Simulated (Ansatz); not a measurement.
LiCoO2 was relaxed with PBE0-D4 (def2-TZVP) in Ansatz in these states: neutral quintet, neutral triplet. The geometries follow in no particular order.

A:

```xyz
4

Li    0.135   -1.080   -0.548
Co   -0.116    0.933    0.474
O    -1.345    0.074   -0.293
O     1.326    0.073    0.367
```

B:

```xyz
4

Li   -1.091   -0.418   -0.413
Co    0.961    0.343    0.362
O    -0.358   -0.065    1.249
O     0.489    0.141   -1.197
```

Question: Judge from the bond lengths which geometry belongs to which state (an estimate).

Answer: A is the neutral quintet (Li1–Co2 2.271 Å, Li1–O3 1.894 Å, Li1–O4 1.894 Å); B is the neutral triplet (Li1–Co2 2.322 Å, Li1–O3 1.850 Å, Li1–O4 1.850 Å).

At PBE0-D4/def2-TZVP a quintet lies 0.12 eV below the neutral triplet. These are the stationary points nearest to one start from a short search; other shapes may lie lower in each state.
